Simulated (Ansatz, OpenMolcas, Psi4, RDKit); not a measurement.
**SnSe (SMILES [Se][Sn]): methods side by side**

The species is SnSe (2 atoms), meant as a singlet with charge 0. As SMILES, `[Se][Sn]`. Geometry: relaxed at PBE0-D4/def2-TZVP.

```xyz
2

Se    0.0000    0.0000    0.0065
Sn    0.0000    0.0000    2.3318
```

Quantity: the HOMO–LUMO gap, in eV. The values are calculated.

```
                                                             level                    kind     program  value (eV)
                                                   extended Hückel          semi-empirical       RDKit        4.65
                                     HF/def2-TZVP (core potential)            Hartree–Fock        Psi4        9.05
                                  SVWN5/def2-TZVP (core potential)                     LDA        Psi4        2.93
                                    PBE/def2-TZVP (core potential)                     GGA      Ansatz        2.96
                                 r2SCAN/def2-TZVP (core potential)                meta-GGA  OpenMolcas        3.27
                                  TPSSh/def2-TZVP (core potential)         hybrid meta-GGA        Psi4        3.68
                                wB97X-V/def2-TZVP (core potential)  range-separated hybrid        Psi4        8.38
                                 B2PLYP/def2-TZVP (core potential)           double hybrid      Ansatz        6.15
B2PLYP/def2-TZVP (core potential, density fitting for correlation)           double hybrid        Psi4        6.15
```

The values span 2.93 to 9.05 eV. Orbital gaps aren't excitation energies, and those of double hybrids come from the SCF part alone; they tend to grow with the share of exact exchange.
